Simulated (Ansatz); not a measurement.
`F[SiH](S)[O][GeH3]` + H₂ → `F[SiH2][O][GeH3]` + H₂S at 600 K and 1 bar (hydrogenolysis of the Si–S bond).

Program: Ansatz. Geometries: PBE0-D4/def2-TZVP. ΔE: electronic, gas phase. CCSD(T)/CBS is the MP2 limit (def2-TZVPP, def2-QZVPP) plus CCSD(T) − MP2 in def2-TZVPP, frozen cores. This one scheme is used for every species. For Ge outer-core shells are correlated without core-valence functions, which leaves a few kJ/mol of doubt a bond. Scalar relativity is left out up to krypton. Each species was taken in one conformer, which may not be the lowest.

```tsv
species	CCSD(T)/CBS energy (Eh)	H − E (kJ/mol)	S (J/(mol·K))
`F[SiH](S)[O][GeH3]`	-2941.10338	201.7	510.3
H₂	-1.17544	43.9	150.8
`F[SiH2][O][GeH3]`	-2543.28863	185.0	443.8
H₂S	-398.97279	60.8	230.9
```

H − E and S are ideal-gas, rigid-rotor, harmonic terms from PBE0-D4/def2-TZVP, for one conformer and one mirror image of each species. For small species the MP2-based limit differs from directly extrapolated CCSD(T) by up to some mEh (0.8 for H₂); such offsets cancel only in part. 1 Eh = 2625.50 kJ/mol, R = 8.31446 J/(mol·K).

Q: By hand: ΔE, ΔH, ΔS and ΔG.

A: ΔE = (-2543.28863) + (-398.97279) − (-2941.10338) − (-1.17544) = 0.01740 Eh = 45.7 kJ/mol. Δ(H − E) = 185.0 + 60.8 − 201.7 − 43.9 = 0.2, so ΔH = 45.9 kJ/mol. ΔS = 443.8 + 230.9 − 510.3 − 150.8 = 13.6 J/(mol·K). ΔG = 45.9 − 600 × (13.6)/1000 = 37.7 kJ/mol.

Q: By hand: the equilibrium constant, and the temperature at which ΔG would vanish if ΔH and ΔS stayed fixed.

A: log₁₀ K = −ΔG/(RT ln 10) = -3.3. ΔG = 0 at ΔH/ΔS = 3375 K, far beyond where these terms or the molecules hold.

The number of gas molecules stays the same, so ΔS is small and ΔH decides. A doubt of 5 kJ/mol in ΔE shifts log₁₀ K by 0.4 here. Other conformers and mirror images would add mixing entropy, several J/(mol·K) or more a flexible species. Modes under 60 cm⁻¹, often nearly free rotors, make the harmonic entropy too high. These are equilibria of isolated gas molecules and say nothing of rates. Largest T1 diagnostic: 0.012 (customary marks: 0.02 for closed shells, 0.045 for open ones).
